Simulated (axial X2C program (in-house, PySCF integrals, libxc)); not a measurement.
## Correcting the dissociation energy of TeBr for spin–orbit coupling

A spin-free PBE0 curve (one-electron X2C) was computed with an in-house relativistic program for diatomic molecules, basis Te dyall-cv3z [11s12p8d4f1g], Br dyall-cv3z [8s9p6d4f1g] (cores contracted in-house), for the state M_S = 1/2, Λ = 1 (beyond evenly filled blocks: π+α, π+β, π-α). It gives D0 = 2.448 eV to Te + Br, which in a spin-free picture are the weighted means of the ground terms.

Measured levels of the ground terms (NIST Handbook of Basic Atomic Spectroscopic Data), in cm⁻¹: Te 3P: J = 2 at 0, J = 0 at 4706.5, J = 1 at 4750.7; Br 2P: J = 3/2 at 0, J = 1/2 at 3685.2.

The two components of the molecular doublet are 4203 cm⁻¹ apart in the PBE0 2c search (Ω = 3/2 lower), so the lower one lies 2102 cm⁻¹ under their mean.

Question: How far does each ground level lie under the (2J+1)-weighted mean of its term?

Answer: Te: (5 × 0 + 1 × 4706.5 + 3 × 4750.7)/9 = 2107 cm⁻¹; Br: (4 × 0 + 2 × 3685.2)/6 = 1228 cm⁻¹.

Question: Correct D0.

Answer: D0 = 2.448 + (2102 − 3335)/8065.5 = 2.295 eV at PBE0 with these spin–orbit terms. The direct two-component run, taken to the lowest atomic determinants of a wider search where it found them, gives 2.369 eV; the difference holds second-order terms in the molecule, scalar two-electron terms, the gap between measured and computed atomic splittings (a 2c atom can miss part of its lowering) and, in coupled cluster, the truncation of each run.

Second-order spin–orbit effects in the molecule, which grow quickly with Z, are left out. One determinant describes the state; a PBE0 search over occupations chose it and may have missed a lower one. Dissociation energies refer to the lowest single-determinant-based atoms at the same level and basis. The functionals have no current-density term, which raises determinants with orbital currents, atoms included.
